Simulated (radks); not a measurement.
Neutral dysprosium, configuration [Xe] 4f10 6s1 6p1 (not the ground configuration). Calculated with a radial shooting solver on a logarithmic mesh with Libxc functionals: Dirac Kohn-Sham, PBE, spin-unpolarised, spherical densities, finite nucleus; open shells fill j = l - 1/2 first; Fermi nuclear charge, rms radius 5.2218 fm.

Unscreened Slater integrals over Kohn-Sham orbitals (hartree). Large and small components are both included. Empty in this configuration: 6p3/2.

integral             value
F0(6p1/2,6p1/2)    0.16710
F0(6p1/2,4f7/2)    0.22067
G4(6p1/2,4f7/2)  0.0047927
F0(6p1/2,6s1/2)    0.18839
G1(6p1/2,6s1/2)    0.11512
F0(6p1/2,4f5/2)    0.22085
G2(6p1/2,4f5/2)  0.0052607
F0(6p1/2,6p3/2)    0.16157
G2(6p1/2,6p3/2)   0.085469
F0(4f7/2,4f7/2)     1.0734
F2(4f7/2,4f7/2)    0.49179
F4(4f7/2,4f7/2)    0.30527
F6(4f7/2,4f7/2)    0.21873
F0(4f7/2,6s1/2)    0.29276
G3(4f7/2,6s1/2)   0.010496
F0(4f7/2,4f5/2)     1.0844
F2(4f7/2,4f5/2)    0.49771
F4(4f7/2,4f5/2)    0.30910
G2(4f7/2,4f5/2)    0.49654
G4(4f7/2,4f5/2)    0.30840
G6(4f7/2,4f5/2)    0.22103
F0(4f7/2,6p3/2)    0.20720
F2(4f7/2,6p3/2)   0.018413
G2(4f7/2,6p3/2)  0.0047889
G4(4f7/2,6p3/2)  0.0041661
F0(6s1/2,6s1/2)    0.22383
F0(6s1/2,4f5/2)    0.29314
G3(6s1/2,4f5/2)  0.0099823
F0(6s1/2,6p3/2)    0.17998
G1(6s1/2,6p3/2)    0.10112
F0(4f5/2,4f5/2)     1.0957
F2(4f5/2,4f5/2)    0.50385
F4(4f5/2,4f5/2)    0.31307
F0(4f5/2,6p3/2)    0.20736
F2(4f5/2,6p3/2)   0.017885
G2(4f5/2,6p3/2)  0.0045676
G4(4f5/2,6p3/2)  0.0039918
F0(6p3/2,6p3/2)    0.15667
F2(6p3/2,6p3/2)   0.083671
